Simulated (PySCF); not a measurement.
B3LYP has the VWN-RPA correlation part, as in Gaussian. Delta-SCF ions had no search for a lower state. Excitations are Tamm–Dancoff values on a coarser integration grid. The basis has no diffuse functions, so Rydberg states are missing or too high.

H$_{5}$B$_{2}$N, SMILES `N(B)B` (charge 0, multiplicity 1)

These are PySCF with B3LYP-D3(BJ)/def2-TZVP values and carry that method's errors.

The HOMO is -9.04 eV and the dipole moment is 1.26 D. The HOMO–LUMO gap comes out as 7.46 eV. The LUMO is -1.57 eV and the S1 excitation (TDA) is 6.13 eV. The S1 oscillator strength is 0.001 and the brightest of the four lowest singlets (TDA) is 7.30 eV. The T1 excitation (TDA) comes out as 5.60 eV and the S1–T1 gap (TDA) is 0.53 eV. The vertical ionisation energy (Delta-SCF) comes out as 11.59 eV, the total energy comes out as -107.5652 Ha and the cost comes out as around 18 core-seconds (rough).

```xyz
8

B     -1.2630    -0.1469     0.0526
N      0.1260    -0.4137     0.1714
B      1.1826     0.4104    -0.2965
H     -1.6077     0.8561    -0.4852
H     -2.0491    -0.9279     0.4921
H      0.3882    -1.2744     0.6343
H      2.3117     0.0661    -0.1300
H      0.9113     1.4303    -0.8446
```
Charge 0, spin multiplicity 1.
